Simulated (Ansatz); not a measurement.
Total energies of the cluster Sn4Te3 from Ansatz at PBE0-D4/def2-SVP, gas phase (1 Eh = 27.2114 eV = 2625.5 kJ/mol). The reference geometry is relaxed at r2SCAN-D4/def2-SVP.

```xyz
7

Sn    0.995   -0.498   -2.007
Sn    1.090    0.432    1.885
Sn   -1.492   -1.719   -0.288
Sn   -1.436    1.452   -1.047
Te   -1.872    0.430    1.658
Te    1.320   -2.129    0.398
Te    1.394    2.033   -0.598
```

```tsv
state	geometry	energy (Eh)
charge 0 singlet	reference	-1661.69254
charge 1 doublet	reference	-1661.43243
charge -1 doublet	reference	-1661.73464
free Sn atom (triplet)	–	-214.25429
free Te atom (triplet)	–	-267.98598
```

In the def2 sets Sn, Te take a core potential; there is no spin–orbit coupling.

**Question.** Work out the vertical ionisation energy to the doublet.

**Answer.** E(charge 1 doublet) − E(charge 0 singlet) = -1661.43243 − (-1661.69254) = 0.26011 Eh = 7.08 eV. For comparison, −ε of the highest occupied level is 5.71 eV at this level, 1.37 eV less.

**Question.** Work out the vertical electron affinity, to the doublet.

**Answer.** E(charge 0 singlet) − E(charge -1 doublet) = -1661.69254 − (-1661.73464) = 0.04210 Eh = 1.15 eV. The basis lacks diffuse functions, which makes affinities too small.

**Question.** Give the fundamental gap IE − EA, the Mulliken electronegativity (IE + EA)/2 and the hardness (IE − EA)/2.

**Answer.** From the values in Eh: IE − EA = 0.26011 − 0.04210 = 0.21801 Eh = 5.93 eV; (IE + EA)/2 = 4.11 eV; (IE − EA)/2 = 2.97 eV. The HOMO–LUMO gap of the same run is 3.32 eV, 2.61 eV smaller than the fundamental gap.

**Question.** What is the binding energy per atom against free atoms?

**Answer.** Atoms: 4 × (-214.25429) + 3 × (-267.98598) = -1660.97510 Eh. Binding: -1660.97510 − (-1661.69254) = 0.71744 Eh = 19.52 eV, or 2.79 eV for each of 7 atoms (no zero-point energy, no counterpoise term).

At PBE0-D4/def2-SVP the highest occupied level of the charge -1 doublet lies above zero (up to 0.14 eV). By energy differences its removal costs 1.15 eV (vertical, to the charge 0 singlet, at PBE0-D4/def2-SVP); self-interaction error and the lack of diffuse functions both raise the level.  

The structure comes from a short search, and lower isomers may exist.
